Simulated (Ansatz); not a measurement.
`[CH3][Ge]([CH3])([NH2])[NH2]`. Charge 0, multiplicity 1. The structure was optimised at the PBE0-D4/def2-TZVP level. It is one conformer, not always the lowest.

```xyz
15

C     1.562    0.459   -0.886
Ge   -0.156   -0.037   -0.099
C    -0.045   -0.098    1.851
N    -0.652   -1.603   -0.926
N    -1.569    1.075   -0.486
H     1.887    1.432   -0.514
H     2.332   -0.275   -0.636
H     1.473    0.511   -1.972
H     0.715   -0.814    2.168
H     0.218    0.881    2.257
H    -1.007   -0.400    2.269
H     0.050   -2.328   -0.944
H    -1.522   -1.995   -0.592
H    -1.726    1.223   -1.473
H    -1.561    1.969   -0.016
```

Question: What is the dipole moment at ωB97M-V/def2-TZVPP? (An estimate is asked.)

Answer: Computed: 1.16 D, with components (0.96, 0.23, 0.61) D in this frame, pointing from negative to positive charge.

Question: And with PBE, r2SCAN, B3LYP? (Estimate.)

Answer: Ansatz gave: PBE 1.05 D, r2SCAN 1.11 D, B3LYP 1.14 D.

Question: Give the Mulliken charges with ωB97M-V, B3LYP, PBE in def2-TZVPP. (Best estimate.)

Answer: Computed: 
```csv
atom,ωB97M-V,B3LYP,PBE
C1,-0.45,-0.39,-0.37
Ge2,0.54,0.55,0.45
C3,-0.45,-0.39,-0.37
N4,-0.38,-0.41,-0.40
N5,-0.38,-0.41,-0.40
H6,0.12,0.09,0.09
H7,0.11,0.09,0.09
H8,0.13,0.10,0.10
H9,0.12,0.09,0.09
H10,0.11,0.09,0.09
H11,0.13,0.10,0.10
H12,0.09,0.11,0.12
H13,0.10,0.12,0.14
H14,0.10,0.12,0.14
H15,0.09,0.11,0.12
```

B3LYP here is the variant with VWN-RPA as its local correlation; programs differ in this.
